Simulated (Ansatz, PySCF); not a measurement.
Cd(Cl)(OSiH3) (CdClH3OSi), SMILES [O]([SiH3])[Cd][Cl]. Atoms are numbered in the order given.

```xyz
7

Cd    -0.0934     0.0220     0.6184
Cl    -1.7456     1.2546     1.5661
O      1.3572    -1.0655    -0.1162
Si     1.9129    -1.4102    -1.6286
H      0.8670    -2.0805    -2.4715
H      3.0905    -2.3240    -1.5257
H      2.3378    -0.1733    -2.3656
```

Geometry: PBE0-D3(BJ)/def2-SVP. The def2 effective core potentials stand for the cores of Cd; spin–orbit coupling is left out. Other conformers were not sampled.

Two levels are set side by side: PBE-D3(BJ)/def2-SVP (Ansatz, a first-principles code) and PBE0-D3(BJ)/def2-SVP (Ansatz). Each level has its own optimised geometry; the coordinates shown are those of the second. Frequencies come from the Hessian of PySCF at each geometry. Differences are taken from unrounded values.

```json
[
 {"quantity": "mean bond length (Å)", "PBE0-D3(BJ)": "1.728"},
 {"quantity": "bond Cd1–Cl2 (Å)", "PBE0-D3(BJ)": "2.269"},
 {"quantity": "bond Cd1–O3 (Å)", "PBE0-D3(BJ)": "1.956"},
 {"quantity": "bond O3–Si4 (Å)", "PBE0-D3(BJ)": "1.648"},
 {"quantity": "bond Si4–H5 (Å)", "PBE0-D3(BJ)": "1.501"},
 {"quantity": "bond Si4–H6 (Å)", "PBE0-D3(BJ)": "1.494"},
 {"quantity": "bond Si4–H7 (Å)", "PBE0-D3(BJ)": "1.501"},
 {"quantity": "highest harmonic wavenumber (cm⁻¹)", "PBE0-D3(BJ)": "2233"},
 {"quantity": "mean harmonic wavenumber (cm⁻¹)", "PBE0-D3(BJ)": "878"},
 {"quantity": "zero-point energy (kcal/mol)", "PBE0-D3(BJ)": "18.82"}
]
```

What does PBE-D3(BJ) give, and how far is it from PBE0-D3(BJ)? (An estimate is asked for; the answer gives what the named calculation found.)


| quantity | PBE-D3(BJ) | PBE-D3(BJ) minus PBE0-D3(BJ) |
|---|---|---|
| mean bond length (Å) | 1.743 | 0.015 |
| bond Cd1–Cl2 (Å) | 2.282 | 0.013 |
| bond Cd1–O3 (Å) | 1.976 | 0.020 |
| bond O3–Si4 (Å) | 1.672 | 0.024 |
| bond Si4–H5 (Å) | 1.512 | 0.011 |
| bond Si4–H6 (Å) | 1.504 | 0.010 |
| bond Si4–H7 (Å) | 1.512 | 0.011 |
| highest harmonic wavenumber (cm⁻¹) | 2166 | -67 |
| mean harmonic wavenumber (cm⁻¹) | 848 | -30 |
| zero-point energy (kcal/mol) | 18.18 | -0.64 |

Exact exchange shortens and stiffens bonds; PBE has none. Differences between two approximate levels are no errors against the true value.
